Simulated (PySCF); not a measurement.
**How the method moves the HOMO and LUMO of `[CH2]1C[SiH2][O][AlH]1`**

C₂H₇AlOSi.
Atom-mapped SMILES: `[CH2:1]1[CH2:2][SiH2:3][O:4][AlH:5]1` (hydrogens: H6, H7 on C1; H8, H9 on C2; H10, H11 on Si3; H12 on Al5)

Geometry (PBE0-D3(BJ)/def2-SVP, Å), atoms numbered from 1 in this order:
```
atom  x, y, z in Å
C1    -1.295    0.143   -0.066
C2    -0.296   -1.030   -0.231
Si3    1.437   -0.481    0.338
O4     1.394    1.174    0.087
Al5   -0.202    1.778   -0.205
H6    -2.159    0.060   -0.745
H7    -1.725    0.137    0.955
H8    -0.205   -1.291   -1.301
H9    -0.634   -1.951    0.274
H10    2.524   -1.116   -0.466
H11    1.674   -0.778    1.787
H12   -0.474    3.317   -0.435
```

Basis pcSseg-2 throughout (PySCF), one geometry. The structure is a single PBE0-D3(BJ)/def2-SVP conformer in the gas phase; no vibrational or solvent corrections.

**Question.** How do the orbital energies, the gap and the dipole change with the method?

**Answer.** 
```
   method                    kind  HOMO (eV)  LUMO (eV)  gap (eV)  μ (D)  SCF cycles
     BLYP                     GGA      -6.24      -1.56      4.69   1.87          15
     OPBE                     GGA      -6.30      -1.35      4.95   1.88          15
    B97-D                     GGA      -6.33      -1.54      4.79   1.86          15
      PBE                     GGA      -6.35      -1.65      4.71   1.89          15
      KT2                     GGA      -6.43      -1.73      4.71   1.86          16
      KT3                     GGA      -6.44      -1.60      4.84   1.83          16
      LDA                     LDA      -6.45      -1.87      4.58   1.95          14
     BP86                     GGA      -6.46      -1.69      4.77   1.89          15
    B97-2           global hybrid      -7.32      -0.87      6.45   1.91          14
    B3LYP           global hybrid      -7.37      -1.12      6.25   1.91          13
     PBE0           global hybrid      -7.56      -0.89      6.67   1.93          13
 mPW1PW91           global hybrid      -7.59      -0.90      6.69   1.93          13
BHandHLYP           global hybrid      -8.71      -0.20      8.50   1.94          12
CAM-B3LYP  range-separated hybrid      -8.92      -0.05      8.87   1.93          12
  wB97X-D  range-separated hybrid      -9.42       0.71     10.13   1.95          14
  LC-wPBE  range-separated hybrid     -10.25       1.00     11.25   1.95          14
       HF            Hartree–Fock     -10.48       1.47     11.95   1.96          10
```

The HOMO spans 4.24 eV, from BLYP down to HF, and the gap runs from 4.58 eV (LDA) to 11.95 eV (HF). Over the methods BLYP (0 %), OPBE (0 %), B97-D (0 %), PBE (0 %), KT2 (0 %), KT3 (0 %), LDA (0 %), BP86 (0 %), B97-2 (21 %), B3LYP (20 %), PBE0 (25 %), mPW1PW91 (25 %), BHandHLYP (50 %), HF (100 %), a straight line through the gap against the share of exact exchange rises by 0.73 eV for each 10 % (correlation coefficient 0.999). The dipole ranges from 1.83 D (KT3) to 1.96 D (HF). This basis has no diffuse functions.
